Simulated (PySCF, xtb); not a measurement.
Si(H)(Et)(OH)2 (C₂H₈O₂Si), SMILES O[SiH](CC)O. One conformer was computed; it need not be the lowest.

Harmonic wavenumbers (cm⁻¹) from GFN2-xTB (xtb) at its own minimum, in rising order: 43, 136, 191, 206, 262, 293, 308, 321, 669, 701, 710, 751, 800, 816, 888, 933, 983, 1025, 1080, 1241, 1302, 1419, 1487, 1514, 1519, 2232, 2975, 3001, 3012, 3016, 3029, 3674, 3708.

Q: What does PBE-D3(BJ)/def2-SVP (PySCF) give at its own minimum? (An estimate is asked for; the answer gives what the named calculation found.)

A: 54, 94, 150, 190, 261, 274, 320, 355, 623, 658, 739, 749, 783, 834, 907, 917, 951, 956, 1029, 1202, 1222, 1343, 1376, 1426, 1429, 2113, 2966, 2975, 3024, 3047, 3062, 3775, 3780. Paired by order, the mean absolute difference is 43 cm⁻¹ and the zero-point energies are 63.3 and 62.3 kcal/mol.
